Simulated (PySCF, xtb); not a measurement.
Cl2Zr, SMILES [Cl][Zr][Cl], multiplicity 1.

GFN2-xTB run with xtb at its own geometry gives an orbital gap of 0.63 eV and a dipole moment of 1.66 D.

Geometry: PBE0-D3(BJ)/def2-TZVP. The spin state was assumed, not searched. The def2 effective core potentials stand for the cores of Zr; spin–orbit coupling is left out.

Q: What does PySCF with PBE0/def2-TZVPD give? (Estimate from the structure and the level; the computed values follow.)

A: gap 2.12 eV (levels -5.39 and -3.27 eV), dipole 1.43 D.
